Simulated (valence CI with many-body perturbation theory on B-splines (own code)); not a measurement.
E1 line list for As26+

Calculated by configuration interaction combined with many-body perturbation theory (CI+MBPT): five valence electrons over a frozen Dirac-Fock core [He], radial functions for each j: 11 s, 11 p, 10 d, 8 f, 5 g, 2 h, with the one-electron correlation potential Σ1, the two-electron term Σ2, the three-electron term Σ3, Breit, model QED; selected CI, second order for the rest, scaled by the run's own slope (own B-spline code, finite nucleus).

The last digits are not significant, and no measured levels were compared; by estimate large intervals hold to a few tenths of a per cent, small ones and those within an open d or f shell to about a per cent. Among the levels kept, up to 5300 cm⁻¹ of a level comes from second order outside the variational space, and about a tenth of that is noise between levels of different J, which matters for small intervals.

Lines 151 to 200 of 600 in falling wavelength, among levels below 1880.9 eV, chosen from the strongest by gf and those to the six lowest levels. Wavelengths and rates use the calculated energies. Electric multipoles are in the length gauge with retardation, E1 and E2 with the static RPA response of the core. Weak lines are less certain than strong ones. Lines between different terms over intervals too small for the method are left out, as are lines whose strength nearly cancels. Where a level lies close to another of its J and parity, the split of strength between their lines is uncertain. The highest levels of a list are the least certain.

Levels are named by their leading jj configuration (3d3/2^4 stands for four electrons in 3d with j = 3/2), which in mixed levels can hold well under half, so a name can repeat and another be missing. Letters in brackets count levels of one name in rising energy.

| λ vac (nm) | Upper | Lower | A (s⁻¹) | S (a.u.) with core polarisation | S without |
| --- | --- | --- | --- | --- | --- |
| 24.51 | (2s 2p1/2 2p3/2^2 3d5/2) J=3/2 [b] | (2s 2p1/2 2p3/2^2 3p3/2) J=3/2 [b] | 4.05e+09 | 1.18e-01 | 1.18e-01 |
| 24.47 | (2s 2p3/2^3 3d3/2) J=7/2 | (2s 2p3/2^3 3p1/2) J=5/2 | 4.15e+09 | 2.40e-01 | 2.40e-01 |
| 24.40 | (2s^2 2p3/2^2 3d3/2) J=7/2 | (2s^2 2p3/2^2 3p3/2) J=5/2 | 2.23e+09 | 1.28e-01 | 1.28e-01 |
| 24.37 | (2s 2p1/2 2p3/2^2 3p3/2) J=5/2 [d] | (2s 2p1/2 2p3/2^2 3s) J=5/2 [c] | 2.82e+09 | 1.21e-01 | 1.21e-01 |
| 24.35 | (2s^2 2p1/2 2p3/2 3d3/2) J=5/2 [a] | (2s^2 2p1/2 2p3/2 3p1/2) J=3/2 [a] | 4.61e+09 | 1.97e-01 | 1.97e-01 |
| 24.21 | (2s^2 2p3/2^2 3d3/2) J=3/2 [a] | (2s^2 2p3/2^2 3p1/2) J=3/2 | 4.03e+09 | 1.13e-01 | 1.13e-01 |
| 24.21 | (2s^2 2p3/2^2 3d3/2) J=7/2 | (2s^2 2p3/2^2 3p1/2) J=5/2 | 3.44e+09 | 1.93e-01 | 1.93e-01 |
| 24.20 | (2s^2 2p1/2 2p3/2 3p3/2) J=3/2 [a] | (2s^2 2p1/2 2p3/2 3s) J=3/2 [a] | 2.86e+09 | 8.00e-02 | 8.01e-02 |
| 24.20 | (2s 2p1/2 2p3/2^2 3d3/2) J=3/2 [e] | (2s 2p1/2 2p3/2^2 3p1/2) J=3/2 [c] | 2.77e+09 | 7.74e-02 | 7.74e-02 |
| 24.14 | (2s^2 2p1/2 2p3/2 3d3/2) J=7/2 | (2s^2 2p1/2 2p3/2 3p1/2) J=5/2 | 3.70e+09 | 2.06e-01 | 2.06e-01 |
| 24.13 | (2s 2p3/2^3 3p3/2) J=1/2 [a] | (2s 2p3/2^3 3s) J=3/2 [a] | 6.70e+09 | 9.30e-02 | 9.30e-02 |
| 24.10 | (2s^2 2p3/2^2 3d3/2) J=5/2 | (2s^2 2p3/2^2 3p1/2) J=3/2 | 2.52e+09 | 1.04e-01 | 1.04e-01 |
| 24.06 | (2s 2p1/2 2p3/2^2 3d3/2) J=3/2 [c] | (2s 2p1/2 2p3/2^2 3p1/2) J=1/2 [a] | 5.33e+09 | 1.47e-01 | 1.47e-01 |
| 24.03 | (2s 2p3/2^3 3d3/2) J=5/2 | (2s 2p3/2^3 3p1/2) J=5/2 | 2.10e+09 | 8.62e-02 | 8.62e-02 |
| 23.96 | (2s^2 2p1/2 2p3/2 3p3/2) J=5/2 [b] | (2s^2 2p1/2 2p3/2 3s) J=3/2 [b] | 5.61e+09 | 2.28e-01 | 2.29e-01 |
| 23.85 | (2s 2p1/2 2p3/2^2 3d3/2) J=7/2 [b] | (2s 2p1/2 2p3/2^2 3p1/2) J=7/2 | 2.34e+09 | 1.25e-01 | 1.25e-01 |
| 23.59 | (2s^2 2p1/2^2 3d3/2) J=3/2 | (2s^2 2p1/2^2 3p1/2) J=1/2 | 6.06e+09 | 1.57e-01 | 1.57e-01 |
| 23.52 | (2s 2p1/2 2p3/2^2 3d3/2) J=7/2 [c] | (2s 2p1/2 2p3/2^2 3p1/2) J=5/2 [c] | 2.02e+09 | 1.04e-01 | 1.04e-01 |
| 23.52 | (2s 2p1/2 2p3/2^2 3d5/2) J=5/2 [a] | (2s 2p1/2 2p3/2^2 3p3/2) J=5/2 [a] | 2.03e+09 | 7.81e-02 | 7.81e-02 |
| 23.41 | (2s 2p1/2 2p3/2^2 3d5/2) J=5/2 [b] | (2s 2p1/2 2p3/2^2 3p3/2) J=3/2 [b] | 2.67e+09 | 1.01e-01 | 1.01e-01 |
| 23.21 | (2s 2p1/2 2p3/2^2 3d3/2) J=3/2 [a] | (2s 2p1/2 2p3/2^2 3p1/2) J=3/2 [a] | 4.01e+09 | 9.90e-02 | 9.91e-02 |
| 23.16 | (2s 2p1/2 2p3/2^2 3d3/2) J=9/2 | (2s 2p1/2 2p3/2^2 3p1/2) J=7/2 | 2.22e+09 | 1.36e-01 | 1.36e-01 |
| 23.13 | (2s^2 2p1/2 2p3/2 3d3/2) J=3/2 [a] | (2s^2 2p1/2 2p3/2 3p1/2) J=1/2 | 3.69e+09 | 9.02e-02 | 9.02e-02 |
| 23.12 | (2s^2 2p3/2^2 3d3/2) J=3/2 [b] | (2s^2 2p3/2^2 3p1/2) J=1/2 | 5.46e+09 | 1.33e-01 | 1.33e-01 |
| 22.37 | (2s 2p1/2 2p3/2^2 3d3/2) J=1/2 [a] | (2s 2p1/2 2p3/2^2 3p1/2) J=3/2 [a] | 6.32e+09 | 6.99e-02 | 6.99e-02 |
| 22.35 | (2s^2 2p1/2 2p3/2 3p3/2) J=5/2 [b] | (2s^2 2p1/2 2p3/2 3s) J=5/2 | 3.13e+09 | 1.04e-01 | 1.04e-01 |
| 22.11 | (2s^2 2p1/2 2p3/2 3p3/2) J=3/2 [b] | (2s^2 2p1/2 2p3/2 3s) J=1/2 | 3.31e+09 | 7.07e-02 | 7.07e-02 |
| 21.95 | (2s 2p1/2 2p3/2^2 3d5/2) J=7/2 [b] | (2s 2p1/2 2p3/2^2 3p3/2) J=7/2 [b] | 2.32e+09 | 9.70e-02 | 9.70e-02 |
| 21.47 | (2s 2p1/2^2 2p3/2 3p3/2) J=5/2 [a] | (2s 2p1/2^2 2p3/2 3s) J=5/2 | 2.25e+09 | 6.59e-02 | 6.60e-02 |
| 21.40 | (2s 2p3/2^3 3p3/2) J=1/2 [b] | (2s 2p3/2^3 3s) J=1/2 | 1.03e+10 | 9.97e-02 | 9.98e-02 |
| 21.29 | (2s 2p1/2 2p3/2^2 3p3/2) J=3/2 [a] | (2s 2p1/2 2p3/2^2 3s) J=5/2 [a] | 3.89e+09 | 7.42e-02 | 7.42e-02 |
| 21.25 | (2s^2 2p1/2 2p3/2 3p3/2) J=1/2 [b] | (2s^2 2p1/2 2p3/2 3s) J=3/2 [b] | 9.08e+09 | 8.60e-02 | 8.60e-02 |
| 20.89 | (2s^2 2p3/2^2 3d5/2) J=5/2 [a] | (2s^2 2p3/2^2 3p3/2) J=5/2 | 3.18e+09 | 8.58e-02 | 8.58e-02 |
| 20.30 | (2s^2 2p3/2^2 3p3/2) J=3/2 [a] | (2s^2 2p3/2^2 3s) J=3/2 | 9.48e+09 | 1.56e-01 | 1.57e-01 |
| 13.72 | (2s 2p1/2 2p3/2^2 3p1/2) J=7/2 | (2s^2 2p3/2^2 3p1/2) J=5/2 | 4.10e+09 | 4.18e-02 | 4.19e-02 |
| 12.81 | (2s 2p1/2 2p3/2^2 3s) J=7/2 | (2s^2 2p3/2^2 3s) J=5/2 | 4.83e+09 | 4.01e-02 | 4.02e-02 |
| 11.95 | (2p1/2^2 2p3/2^2 3s) J=5/2 | (2s 2p1/2 2p3/2^2 3s) J=3/2 [d] | 1.12e+10 | 5.67e-02 | 5.68e-02 |
| 11.27 | (2s 2p1/2^2 2p3/2^2) J=5/2 | (2s^2 2p1/2 2p3/2^2) J=3/2 | 4.07e+09 | 1.72e-02 | 1.73e-02 |
| 10.26 | (2s 2p1/2 2p3/2^3) J=5/2 | (2s^2 2p3/2^3) J=3/2 | 7.86e+09 | 2.52e-02 | 2.53e-02 |
| 10.02 | (2p1/2^2 2p3/2^3) J=3/2 | (2s 2p1/2 2p3/2^3) J=3/2 [c] | 3.22e+10 | 6.39e-02 | 6.41e-02 |
| 9.768 | (2p1/2 2p3/2^4) J=1/2 | (2s 2p3/2^4) J=1/2 | 4.15e+10 | 3.82e-02 | 3.83e-02 |
| 9.719 | (2s 2p1/2 2p3/2^2 3p3/2) J=7/2 [b] | (2s^2 2p1/2 2p3/2 3p3/2) J=5/2 [b] | 8.51e+09 | 3.09e-02 | 3.09e-02 |
| 9.467 | (2s 2p1/2 2p3/2^2 3d5/2) J=7/2 [a] | (2s^2 2p1/2 2p3/2 3d5/2) J=7/2 [a] | 8.49e+09 | 2.84e-02 | 2.85e-02 |
| 9.370 | (2s 2p1/2 2p3/2^2 3d5/2) J=9/2 [a] | (2s^2 2p1/2 2p3/2 3d5/2) J=7/2 [a] | 1.06e+10 | 4.31e-02 | 4.32e-02 |
| 9.269 | (2s 2p1/2 2p3/2^2 3d5/2) J=11/2 | (2s^2 2p1/2 2p3/2 3d5/2) J=9/2 | 7.23e+09 | 3.41e-02 | 3.42e-02 |
| 9.268 | (2s 2p1/2 2p3/2^2 3s) J=5/2 [a] | (2s^2 2p1/2 2p3/2 3s) J=3/2 [a] | 2.37e+10 | 5.59e-02 | 5.60e-02 |
| 9.250 | (2s 2p1/2 2p3/2^2 3p1/2) J=3/2 [a] | (2s^2 2p1/2 2p3/2 3p1/2) J=1/2 | 1.66e+10 | 2.60e-02 | 2.61e-02 |
| 9.143 | (2s 2p1/2 2p3/2^2 3s) J=7/2 | (2s^2 2p1/2 2p3/2 3s) J=5/2 | 1.49e+10 | 4.50e-02 | 4.51e-02 |
| 9.115 | (2s 2p1/2 2p3/2^2 3p3/2) J=9/2 | (2s^2 2p1/2 2p3/2 3p3/2) J=7/2 | 9.01e+09 | 3.37e-02 | 3.38e-02 |
| 9.103 | (2s 2p1/2 2p3/2^2 3p1/2) J=7/2 | (2s^2 2p1/2 2p3/2 3p3/2) J=5/2 [a] | 9.02e+09 | 2.69e-02 | 2.70e-02 |
